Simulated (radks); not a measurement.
Neutral magnesium inside a hard spherical wall (all orbitals vanish at R), configuration held at [Ne] 3s2 and not refilled when levels cross. Calculated with a radial shooting solver on a logarithmic mesh with Libxc functionals: scalar-relativistic Kohn-Sham, PBE, spin-unpolarised, spherical densities, finite nucleus; Fermi nuclear charge, rms radius 3.057 fm. Eigenvalues in eV, with the zero of energy where the potential of the charges vanishes at infinity; a dash marks a level that is unbound or too diffuse for the functional's potential to be trusted. A positive occupied level is held by the wall or, in an anion where self-interaction has pushed it up, behind a barrier. The pressure on the wall is -dE/dV.

R (bohr)	E (hartree)	kinetic (hartree)	e(1s)	e(2s)	e(2p)	e(3s)	e(3p, empty)	e(4s, empty)	pressure (GPa)
free	-200.27974	200.511	-1259.6	-79.845	-46.614	-4.705	-1.330	-	0
15	-200.27974	200.511	-1259.6	-79.845	-46.613	-4.705	-1.325	0.256	< 0.0001
12	-200.27969	200.512	-1259.6	-79.838	-46.606	-4.700	-1.294	0.773	0.000982
6	-200.24105	200.715	-1258.0	-78.278	-45.051	-3.428	0.928	11.339	2.66
4	-199.94276	201.695	-1253.0	-73.746	-40.544	2.605	9.122	39.636	56.1
3.5	-199.67533	202.441	-1250.3	-71.410	-38.221	7.238	14.852	57.985	139
1.5	-185.58192	237.212	-1177.8	-23.273	13.048	187.73	189.08	539.33	35700
